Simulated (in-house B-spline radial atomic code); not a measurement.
Values are calculated unless marked as measured or tabulated.
## C6 from the polarisability at imaginary frequency: He

PBE linear response of the closed shell 1s2, from an all-electron radial atomic-structure program (B-spline basis); non-relativistic, point nucleus, no spin-orbit coupling.

The dispersion coefficient of two like species is C6 = (3/π) ∫ α(iu)² du from 0 to ∞.

```tsv
u (hartree)	α(iu) (bohr³)
0	1.584
0.03	1.582
0.07	1.573
0.12	1.553
0.2	1.5
0.3	1.41
0.45	1.247
0.7	0.9794
1	0.7261
1.5	0.4603
2.5	0.223
5	0.06918
```

Task: Fit one oscillator, α(iu) = α(0)/(1 + u²/ω²), through u = 0.7 and estimate C6.

Result: From α(0)/α(iu) − 1 = 1.584/0.9794 − 1 = 0.6173, ω = u/√0.6173 = 0.8909 hartree (24.2 eV). London's formula gives C6 = (3/4) α(0)² ω = 0.75 × 1.584² × 0.8909 = 1.677 hartree·bohr⁶, and the oscillator holds f = α(0) ω² = 1.26 electrons, of a sum of oscillator strengths of 2.0.

Task: How does that compare with the full integral?

Result: The program's quadrature over all excitations gives C6 = 1.737, so the single oscillator is off by -3.5 %. At the last point the fit gives α = 0.0487 against 0.0692: higher excitations, and deeper shells where there are any, keep the true curve higher at large u.
